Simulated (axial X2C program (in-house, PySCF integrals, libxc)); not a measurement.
**Worked dissociation energy of TmC: HF, scalar-relativistic**

Calculated with an in-house all-electron X2C program for linear molecules (integrals from PySCF). Spin-free means the one-electron spin-free X2C Hamiltonian. Basis: Tm dyall-cv3z [13s14p10d7f3g], C dyall-v3z [7s6p2d1f] (cores contracted in-house); Gaussian nuclei, density fitting, unrestricted open shells. Masses: Tm 168.934 u, C 12.000 u.

Molecular state: M_S = 3/2, Λ = 1 (beyond evenly filled blocks: 2 × π+α, π+β, 2 × π-α).

- E(Tm) (2M_S = 1, M_L = 0): -13562.392847 hartree
- E(C) (2M_S = 2, M_L = 0): -37.708581 hartree
- E(TmC) at Re: -13600.166605 hartree
- ωe: 426.5 cm⁻¹
- ωexe: 2.05 cm⁻¹

Q: Work out De and D0.

A: De = -13562.392847 + (-37.708581) − (-13600.166605) = 0.06518 hartree = 1.774 eV. The zero-point energy is ωe/2 − ωexe/4 = 213 cm⁻¹ = 0.026 eV, so D0 = 1.747 eV.

The state is one determinant whose occupation by symmetry is held fixed; it was picked as the lowest of a PBE0 search that is not exhaustive. De is counted from the lowest determinant-based energies of the atoms at the same level, without counterpoise correction. Other states lie close and PBE0, whose exact exchange favours high spin, may order them wrongly; the determinant shown need not be the ground state. The nearest other spin-free determinant of the search, M_S = 5/2, Λ = 1, lies 0.14 eV up at the distance of the search. The determinant is spin-polarised beyond a pure state at some levels (its spin-free form has ⟨S²⟩ too high), which makes Re and μ there less reliable.

Hartree–Fock lacks correlation and underbinds, often by eV.

Each atomic determinant is the lowest at this level and need not be a pure term. Totals compare only within one Hamiltonian and basis.
